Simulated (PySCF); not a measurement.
VOF₃, SMILES [O]=[V]([F])([F])[F], multiplicity 1. The structure is a stationary point at PBE-D3(BJ)/def2-SVP. The spin state was assumed, not searched. The isomer is the one that the SMILES or the coordinates give; other isomers of the formula were not compared.

Computed equilibrium geometry at PBE-D3(BJ)/def2-SVP (PySCF confirms it by a frequency run) as bond lengths and angles, and its point group:
point group C3v.
Atoms: V1 O2 F3 F4 F5. Bonded distances (Å): V1–O2 1.564, V1–F3 1.718, V1–F4 1.718, V1–F5 1.718. Bond angles (°): O2–V1–F3 108.3, O2–V1–F4 108.3, O2–V1–F5 108.3, F3–V1–F4 110.6, F3–V1–F5 110.6, F4–V1–F5 110.6.
